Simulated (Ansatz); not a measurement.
`O=C1[SiH2]S1`. The species carries charge 0 and has multiplicity 1.

Z-matrix (Å, degrees):
```
Si
C 1 1.841
S 1 2.124 2 55.3
H 1 1.480 2 120.1 3 -105.5
H 1 1.480 2 120.1 3 105.5
O 2 1.180 1 157.8 3 -180.0
```

List the harmonic frequencies (cm⁻¹, unscaled) at PBE0-D4/def2-TZVP in Ansatz. (An estimate is asked.)

The calculation gave: 308, 361, 403, 573, 589, 595, 652, 743, 950, 1892, 2241, 2263.

Is this a minimum?

Yes, all 12 modes are real.

Give the ideal-gas thermochemistry at 298.15 K and 1 bar (rigid rotor, harmonic oscillator; point group Cs, symmetry number 1).

Zero-point energy 69.2 kJ/mol; H(298) − E = 84.0 kJ/mol; entropy 295.9 J/(mol·K), of which translation 165.0, rotation 107.4, vibration 23.5; G(298) − E = -4.3 kJ/mol.

And at 400, 500, 600, 800 and 1000 K?


| T (K) | H − E (kJ/mol) | S (J/mol/K) | G − E (kJ/mol) |
| --- | --- | --- | --- |
| 400 | 92.2 | 319.7 | -35.6 |
| 500 | 101.3 | 340.0 | -68.6 |
| 600 | 111.1 | 357.8 | -103.6 |
| 800 | 132.2 | 388.1 | -178.2 |
| 1000 | 154.8 | 413.2 | -258.4 |
